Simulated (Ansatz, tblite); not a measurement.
Forces on the cluster Be3⁻ at its B3LYP/def2-TZVPD geometry. Charge -1, multiplicity 2.

The xTB rows come from tblite. At PBE0/def2-TZVPD the charge -1 doublet is spin-contaminated (final ⟨S²⟩ up to 1.18, 0.75 for a pure state). The structure comes from a short search, and lower isomers may exist.

GFN1-xTB (tblite), largest force 1.00 eV/Å:

```xyz
3
positions Å, forces eV/Å
Be   -0.978   -0.706   -0.089    0.807    0.581    0.074
Be    1.096   -0.496    0.125   -0.904    0.407   -0.103
Be   -0.118    1.202   -0.036    0.097   -0.988    0.030
```

GFN2-xTB (tblite), largest force 2.91 eV/Å:

```
Be -2.348 -1.700 -0.214
Be 2.633 -1.194 0.301
Be -0.285 2.894 -0.087
```

PBE0/def2-TZVPD (Ansatz), largest force 0.10 eV/Å:

```
Be -0.093 0.034 -0.010
Be 0.085 0.052 0.008
Be 0.008 -0.086 0.003
```
